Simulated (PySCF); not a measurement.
C2H2F3, SMILES [CH2]C(F)(F)F, multiplicity 2.

Coordinates come from a B3LYP-D3(BJ)/def2-SVP optimisation. The isomer is the one that the SMILES or the coordinates give; other isomers of the formula were not compared.

Calculation: SMD-PBE0/def2-SVP (PySCF).

Solvation free energies are E(SMD) − E(gas) at the gas-phase geometry, for 1 M in both phases. In vacuum the dipole moment is 2.13 D.

```csv
solvent,ΔG(solv) (kcal/mol),its non-electrostatic (CDS) part,dipole (D)
water,1.0,4.4,2.54
acetonitrile,-1.8,1.5,2.53
cyclohexanone,-1.2,1.9,2.51
```
